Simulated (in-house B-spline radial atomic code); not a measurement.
Whole-atom quantities along the 64-electron series, configuration [Xe] 4f10. Computed with a B-spline radial code for spherical atoms: non-relativistic Hartree-Fock, average of the configuration, point nuclei.

This level leaves out relativity, spin-orbit splitting included, which matters for heavy ions.

```tsv
ion	Z	E/Z² (Eh)	Σ<r²> (bohr²)	n(0)/Z³ (bohr⁻³)	Lamb diamagnetic shielding (ppm)	repulsion over attraction
Dy2+	66	-2.6723	38.696	0.71255	7434.38	0.15777
Ho3+	67	-2.6874	34.541	0.71301	7581.2	0.15685
Er4+	68	-2.7022	31.238	0.71346	7727.43	0.15583
```
